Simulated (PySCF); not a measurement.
Two species compared at the same levels of theory.

First species: C5H6ClF3.
SMILES: `FC(F)(F)/C=C/CCCl`

Second species: C6H16Si.
Numbering: `[CH3:1][CH2:2][SiH:3]([CH2:4][CH3:5])[CH2:6][CH3:7]` (hydrogens: H8, H9, H10 on C1; H11, H12 on C2; H13 on Si3; H14, H15 on C4; H16, H17, H18 on C5; H19, H20 on C6; H21, H22, H23 on C7)

Levels: PBE0/pcSseg-1 for dipole moment, HOMO energy, LUMO energy and HOMO–LUMO gap; GFN2-xTB for rotational constant A and rotational constant C. Geometries: GFN2-xTB. All species are isolated and taken at one optimised geometry, non-relativistic unless stated; the electronic structure was computed with PySCF and density fitting.

The conformers computed, where there is a choice (atom-mapped SMILES and torsion angles):
- `[F:1][C:2]([F:3])([F:4])/[CH:5]=[CH:6]/[CH2:7][CH2:8][Cl:9]`: F1–C2–C5–C6 138°, C5–C6–C7–C8 -119°, C6–C7–C8–Cl9 -64°
- `[CH3:1][CH2:2][SiH:3]([CH2:4][CH3:5])[CH2:6][CH3:7]`: C1–C2–Si3–C4 60°, C2–Si3–C4–C5 59°, C2–Si3–C6–C7 -59°

Values for the first species:

| Item | Value |
| --- | --- |
| Dipole moment | 3.61 D |
| HOMO energy | -8.46 eV |
| LUMO energy | -0.79 eV |
| HOMO–LUMO gap | 7.67 eV |
| Rotational constant A | 3.008 GHz |
| Rotational constant C | 0.489 GHz |

Task: Estimate the same properties for the second species, and the change in each.

Result: 
```json
{"property": "dipole moment", "first": "3.61 D", "second": "0.48 D", "second less first": "-3.13 D"}
{"property": "HOMO energy", "first": "-8.46 eV", "second": "-7.84 eV", "second less first": "+0.62 eV"}
{"property": "LUMO energy", "first": "-0.79 eV", "second": "1.10 eV", "second less first": "+1.89 eV"}
{"property": "HOMO–LUMO gap", "first": "7.67 eV", "second": "8.94 eV", "second less first": "+1.27 eV"}
{"property": "rotational constant A", "first": "3.008 GHz", "second": "2.461 GHz", "second less first": "-0.547 GHz"}
{"property": "rotational constant C", "first": "0.489 GHz", "second": "1.027 GHz", "second less first": "+0.538 GHz"}
```

On the first: The dipole matches unit charges of opposite sign 0.75 Å apart (1 e·Å = 4.8032 D). A dipole of 3.61 D is allowed in C1, and pure rotational transitions are dipole-allowed.

On the second: The dipole equals about 1.6 × 10⁻³⁰ C·m (1 D = 3.33564 × 10⁻³⁰ C·m). A dipole of 0.48 D is allowed in Cs, and pure rotational transitions are dipole-allowed.
